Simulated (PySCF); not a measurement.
ClHSSi, SMILES [Si](Cl)S (connectivity only; charge and spin as stated), neutral, multiplicity 1. Atoms are numbered in the order given.

```xyz
4

Si     0.9682    -0.0199     0.0000
Cl    -0.3901    -1.6031     0.0000
S     -0.4633     1.5636     0.0000
H      0.4894     2.5140     0.0000
```
Charge 0, spin multiplicity 1.

The structure is a stationary point at PBE0-D3(BJ)/def2-TZVP. Other conformers were not sampled.

Vertical ionisation energy (IE) and electron affinity (EA) in eV. Rows of orbital energies are one-electron estimates. Where ΔSCF, EOM or ADC give a negative EA the extra electron is unbound and the value depends on the basis.

| level | IE | EA |
|---|---|---|
| −ε(HOMO), −ε(LUMO), r2SCAN/def2-TZVPD (PySCF) | ___ | ___ |
| ADC(2)/aug-cc-pVDZ (PySCF) | 9.10 | 0.76 |

Problem. Complete the blanks. (An estimate is asked for; the answer gives what the named calculation found.)

Solution. 
- −ε(HOMO), −ε(LUMO), r2SCAN/def2-TZVPD (PySCF), IE: 6.42
- −ε(HOMO), −ε(LUMO), r2SCAN/def2-TZVPD (PySCF), EA: 3.22

Problem. Beyond the first one, list the lowest photoelectron lines from PySCF 2.14.0 with ADC(2)/aug-cc-pVDZ with their pole strengths (two spins summed). (The exact figures need the calculation; the answer reports its results.)

Solution. 10.14 eV (1.78), 11.49 eV (1.77), 11.97 eV (1.77), 12.52 eV (1.76), 13.89 eV (1.75).
